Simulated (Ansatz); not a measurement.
Molecule: SnH3, charge -1, multiplicity 1. Whether it binds its extra electron was not tested at this geometry. 
Coordinates optimised at B3LYP-D3(BJ)/def2-TZVP (Ansatz, a quantum-chemistry and plane-wave program):
SMILES: [SnH3-]
```xyz
4

Sn    -0.0367     0.0392    -0.0171
H      0.4887    -1.3495    -1.0480
H     -0.3121    -1.0245     1.4182
H      1.6589     0.4147     0.4840
```
Charge -1, spin multiplicity 1.

Basis-set convergence of Hartree-Fock and CCSD correlation energies (hartree) with Ansatz. Valence correlation only, unless marked. No spin-orbit coupling. The frozen core is the preceding noble-gas configuration, with the filled d and f shells of earlier blocks. In def2 rows, elements after Kr have scalar-relativistic effective core potentials. This anion needs diffuse functions, which these sets lack.

```tsv
basis	functions	E(HF)	E(corr, CCSD)
def2-SVP	41	-215.06303	-0.12997
def2-TZVPP	92	-215.07649	-0.15891
def2-QZVPP	172	___	___
```

**Question.** Complete the blanks.

**Answer.** 
- def2-QZVPP, E(HF): -215.07916
- def2-QZVPP, E(corr, CCSD): -0.16660
